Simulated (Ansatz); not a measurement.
Cartesian coordinates (Å):
SMILES: [BH2]
```xyz
3

B     -0.0002     0.3391     0.0000
H      1.0772    -0.1689     0.0000
H     -1.0770    -0.1702     0.0000
```
Charge 0, spin multiplicity 2.

Computed with Ansatz (an electronic-structure program) with frozen-core CCSD(T)/def2-TZVPP // PBE0-D4/def2-TZVP.

The HF energy is -25.76079 Ha and the MP2 correlation energy is -0.08224 Ha.

Q: Estimate the CCSD correlation energy, the (T) correction, the total energy and the T1 diagnostic.

A: 
```yaml
CCSD correlation energy: -0.10079 Ha
"(T) correction": -0.00193 Ha
CCSD(T) total energy: -25.86351 Ha
T1 diagnostic: 0.010
```
